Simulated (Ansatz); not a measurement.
Species: CH$_{3}$Cl$_{2}$Si, charge 0, multiplicity 2. It need not be the lowest isomer of its formula. 
Geometry from a B3LYP-D3(BJ)/def2-TZVP (Ansatz, a first-principles code) optimisation:
SMILES: [CH2][SiH](Cl)Cl
```xyz
7

Si    -0.2186    -0.2263     0.4944
C     -2.0267    -0.2278     0.2600
Cl     0.6878    -1.3576    -0.9726
Cl     0.5023     1.6977     0.3466
H      0.1835    -0.7729     1.7979
H     -2.4983     0.2507    -0.5902
H     -2.6968    -0.7245     0.9520
```
Charge 0, spin multiplicity 2.

Property: atomisation energy (electronic, to ground-state atoms), in eV. Cores are frozen in the correlated levels unless marked. Open shells are spin-unrestricted. No spin-orbit coupling. Non-relativistic. The coupled-cluster limit lacks core correlation, which all-electron functionals hold. Basis-set limits of correlation are two-point, X^-3; Hartree-Fock from the larger set. The bracket is a focal-point correction in the basis named.

```
level                        program  atomisation energy (eV)
--------------------  --------------  -----------------------
r2SCAN-D4/def2-TZVPD  Ansatz + dftd4                    24.35
```

Task: What does RI-MP2/CBS(aug-cc-pV(T+d)Z,aug-cc-pV(Q+d)Z)+[CCSD(T)-MP2]/aug-cc-pV(T+d)Z (Ansatz) give?

Result: 24.09 eV, so r2SCAN-D4/def2-TZVPD differs from it by 0.26 eV.
